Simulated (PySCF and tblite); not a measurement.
Values are calculated unless marked as measured or tabulated.
# Dynamics report: rotation

System: C₅H₇BCl₂, numbered as in [CH3:1]/[CH:2]=[CH:3]\[CH:4]=[CH:5]/[B:6]([Cl:7])[Cl:8].

Motion: rotation about the B6–C5 bond (torsion Cl7–B6–C5–C4 from -180° to 0°, rising). The path came from a restrained scan, a climbing-image band and a saddle search at GFN2-xTB; energies are PBE/pcSseg-1 + D3(BJ), IEF-PCM tetrahydrofuran//GFN2-xTB, thermal terms GFN2-xTB. Rates follow Eyring's equation with the number of equivalent paths and no tunnelling. (PySCF 2.14 with density fitting, tblite 0.8.)

```csv
point,symmetry,E(GFN2) kcal/mol,E(DFT) kcal/mol,ZPE change kcal/mol,lowest mode cm⁻¹,dipole D
start,Cs,0.0,0.0,0.00,22,4.64
saddle,C1,3.3,5.7,-0.40,44i,2.37
end,Cs,0.0,0.0,0.00,25,4.64
```

```
Electronic barrier                                      : 5.8 kcal/mol
Barrier with zero-point energy                          : 5.3 kcal/mol
ΔH‡ (298 K)                                             : 4.8 kcal/mol
ΔS‡ (298 K, symmetry apart)                             : -3.8 cal/(mol K)
Paths                                                   : 2 equivalent paths
End point                                               : the same structure with atoms interchanged, or its mirror image
Mean lifetime of the start against this motion at 298 K : 2 ns
Cost                                                    : 96 s on 1 thread of Arm Neoverse N1, on a host shared with other jobs (rough), peak memory 0.77 GiB, launched as `OMP_NUM_THREADS=1 python ens_run.py task.json out`
```

| T/K | ΔG‡ kcal/mol | k s⁻¹ |
| --- | --- | --- |
| 200 | 5.7 | 5.1×10⁶ |
| 250 | 5.8 | 8.3×10⁷ |
| 298 | 6.0 | 5.1×10⁸ |
| 350 | 6.2 | 2.1×10⁹ |
| 400 | 6.3 | 5.8×10⁹ |

ΔG and ΔG‡ leave out symmetry numbers and mirror images; rates count paths: 2 out.
